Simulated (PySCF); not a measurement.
Input of a run (PBE0-D3(BJ)/def2-SVP geometry optimisation, gas phase, def2 core potentials past Kr (PySCF 2.14.0)), started from GFN2-xTB:
```
{"job": {"xc": "PBE0", "basis": "def2-SVP", "d3": "d3bj", "grid": 1, "maxiter": 40, "kind": "geom"}, "charge": 0, "multiplicity": 1}
Cd     0.023200     0.017930    -0.000130
C     -0.002360    -0.014380     2.212610
H     -0.437990     0.901740     2.612850
H      1.005340    -0.110050     2.617750
H     -0.592860    -0.855480     2.579140
C      0.005080     0.016700    -2.212450
H     -1.018280     0.015820    -2.589900
H      0.508130    -0.867490    -2.605390
H      0.509740     0.895220    -2.614470
```

Output (energies in Eh, forces in Eh/bohr):
```
step   0  E = -247.35969548  max force = 0.021297
step   1  E = -247.36374013  max force = 0.001188
step   2  E = -247.36389915  max force = 0.001948
step   3  E = -247.36391813  max force = 0.000778
step   4  E = -247.36392324  max force = 0.000140
optimisation converged
```

Task: Summarise the run.

Result: The energy falls by 0.115 eV over 5 energy and gradient evaluations, the largest force component goes from 0.0213 to 1.4e-04 Eh/bohr, and the atoms move by 0.090 Å rms after alignment. Among the bonds, Cd1–C2 and Cd1–C6 change most and about equally (-0.098 Å). Bonds longer at the end by more than 0.005 Å: 6 of 8; shorter: 2. The energy never rose by more than 1e-6 Eh on the way. The first step brought 96 % of the lowering.

Task: What are the final bond lengths?

Result: Cd1–C2 2.115 Å, Cd1–C6 2.115 Å, C2–H3 1.101 Å, C2–H4 1.101 Å, C2–H5 1.101 Å, C6–H7 1.101 Å, C6–H8 1.101 Å, C6–H9 1.101 Å. Numbering counts from 1 in the input's order; the species is CdMe2, `[CH3][Cd][CH3]`.

The run used 89 basis functions and 30 SCF cycles in all. On an x86-64 server with one thread, no GPU (shared host), this took 14 s of wall time.

Whether it is a minimum is left open (no frequencies).
